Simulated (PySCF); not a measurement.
**Computed data sheet: 1,1-dichloro-2,2,2-trifluoroethane (`FC(F)(F)C(Cl)Cl`)**

Compound: 1,1-dichloro-2,2,2-trifluoroethane, C₂HCl₂F₃.
Z-matrix (Å and degrees, GFN2-xTB geometry), rows numbered from 1:
```
F 
C   1  1.3277
F   2  1.3365  1  107.52
F   2  1.3364  1  107.52  3  -114.56
C   2  1.5325  1  113.03  3   122.72
Cl  5  1.7727  2  108.90  1   -61.00
Cl  5  1.7727  2  108.90  1    60.69
H   5  1.0933  2  109.41  1   179.84
```

Some functional groups and rings: CF3 group, C–F bond and C–Cl bond.

GFN2-xTB geometry:

```
Point group of the GFN2-xTB geometry                  : Cs
Rotational constants A, B, C of the GFN2-xTB geometry : 2.102, 1.688, 1.132 GHz
```

**wB97X-D/def2-SVPD ground state and vertical TDDFT (core frozen in the response) (PySCF)**

```
Dipole moment                                                     : 1.46 D
HOMO energy                                                       : -11.31 eV
LUMO energy                                                       : 0.99 eV
HOMO–LUMO gap                                                     : 12.30 eV
Lowest singlet excitation                                         : 7.16 eV (173 nm, f = 0.001)
Strongest line among the 8 lowest singlet transitions             : S8 at 8.92 eV (139 nm, f = 0.069)
Lowest triplet excitation (Tamm–Dancoff)                          : 6.37 eV
Static isotropic polarisability                                   : 54.9 au
Electronic spatial extent ⟨r²⟩ about the centre of nuclear charge : 970 bohr²
```

Monoisotopic mass (most abundant isotopes): 151.9407 u.

The 8 singlets span 7.16 to 8.92 eV, and their oscillator strengths add up to 0.10. The dipole equals about 4.9 × 10⁻³⁰ C·m (1 D = 3.33564 × 10⁻³⁰ C·m). With B = h/(8π²I), that is 505.379 GHz u Å² over I, the principal moments of inertia are 240.4, 299.3 and 446.4 u Å² (most abundant isotopes); the inertial defect Ic − Ia − Ib is -93.3 u Å² (zero for a rigid planar frame, negative otherwise). The vertical singlet–triplet gap S1 − T1 is 0.79 eV (TDDFT singlet less Tamm–Dancoff triplet; S1: HOMO−1→LUMO, weight 0.85; T1: HOMO→LUMO, weight 0.84). The polarisability is 8.13 Å³ as a volume (1 au = 0.148185 Å³), or 0.74 au for each of the 74 electrons. No computed singlet falls in the visible range (750 to 380 nm, 1.65 to 3.26 eV); S1 lies 3.90 eV above its blue end.

Isolated species at its GFN2-xTB geometry, gas phase.
